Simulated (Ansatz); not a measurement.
Basis-set extrapolation for CH8AlBSi2 (PBE0-D4/def2-TZVP geometry, frozen core, the Gaussian-basis code of Ansatz). Multiplicity 1, RHF reference.

|  | def2-TZVPP | def2-QZVPP |
| --- | --- | --- |
| HF | -886.985037 | -887.012402 |
| MP2 correlation | -0.616700 | -0.657113 |
| CCSD(T) correlation | -0.712282 | not run |

Energies in hartree. Use E(X) = E(∞) + A·exp(−7.88·√X) for Hartree–Fock and E(X) = E(∞) + B·X^(−2.97) for correlation, with X = 3 and 4, and add CCSD(T) minus MP2 of the smaller set to the MP2 limit.

What is the CCSD(T) energy at the basis-set limit?

HF limit: -887.012402 + (-0.027365) × 0.13774 = -887.01617. MP2 limit: -0.657113 + (-0.040413) × 0.74074 = -0.68705. Higher-order term: -0.712282 − (-0.616700) = -0.09558. Total: -887.79880 hartree, 266.4 kJ/mol below CCSD(T)/def2-TZVPP.
